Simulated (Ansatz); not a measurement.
System: CSe$_{2}$ (charge -1, doublet). SMILES of the parent species: [Se]=C=[Se]
Structure (B3LYP-D3(BJ)/def2-TZVP (Ansatz, a program for electronic structure) minimum search):
```xyz
3

Se    -1.6932     0.0624    -0.0242
C     -0.0008    -0.2217     0.4713
Se     1.6933    -0.0233    -0.0590
```
Charge -1, spin multiplicity 2.

Parts of the frozen-core correlation energy in cc-pVDZ (Ansatz, hartree). Frozen orbitals: 29; correlated occupied orbitals by spin: 9 and 8; virtual: 30 and 31. UHF or UKS for open shells. Spin-orbit coupling is left out. Non-relativistic.

| term | value |
|---|---|
| reference (HF) | -4837.48416 |
| MP2 opposite-spin | -0.24265 |
| MP2 same-spin | -0.09530 |
| CCSD correlation | -0.36094 |
| (T) | -0.01710 |
| T1 diagnostic | 0.030 |
| largest doubles amplitude | 0.077 |
| <S^2> of the reference | 0.785 |
